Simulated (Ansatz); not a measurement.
**Redistribution: C4H8Cl2 + CH8OSi2 → C3H6Cl2 + C2H10OSi2**

Species: C4H8Cl2 (1,3-dichlorobutane) `CC(Cl)CCCl`, singlet; CH8OSi2 `C[SiH2]O[SiH3]`, singlet; C3H6Cl2 (1,3-dichloropropane) `ClCCCCl`, singlet; C2H10OSi2 `CC[SiH2]O[SiH3]`, singlet. The partners trade CH3 for H; both sit on C, so the bond types are kept.

Shapes, held fixed at every level: PBE0-D4/def2-TZVP. Flexible molecules stand in one conformer, not always the lowest. Programs: Ansatz 0.2.0. Electronic energies: no zero-point or thermal term.

| level | kind | ΔE (kJ/mol) | less CCSD(T)/CBS estimate |
| --- | --- | --- | --- |
| HF/def2-TZVPP | Hartree–Fock | +22.1 | -3.5 |
| B3LYP-D4/def2-TZVPP | global hybrid | +21.8 | -3.8 |
| PBE0-D4/def2-TZVPP | global hybrid | +22.4 | -3.2 |
| wB97X-V/def2-TZVPP | range-separated hybrid | +23.5 | -2.1 |
| B2PLYP/def2-TZVPP | double hybrid | +24.7 | -0.9 |
| CCSD(T)/def2-TZVPP | coupled cluster or CI | +25.4 | -0.2 |
| CCSD(T)/CBS estimate | coupled cluster or CI | +25.6 | 0.0 |

The highest level, CCSD(T)/CBS estimate, gives ΔE = +25.6 kJ/mol; the levels span +21.8 to +25.6. The column of differences is taken from that level and isn't an error. No measured value is set beside it here. The CBS estimate extrapolates MP2 from def2-TZVPP and def2-QZVPP and adds CCSD(T) − MP2 in the triple-zeta set, cores frozen.
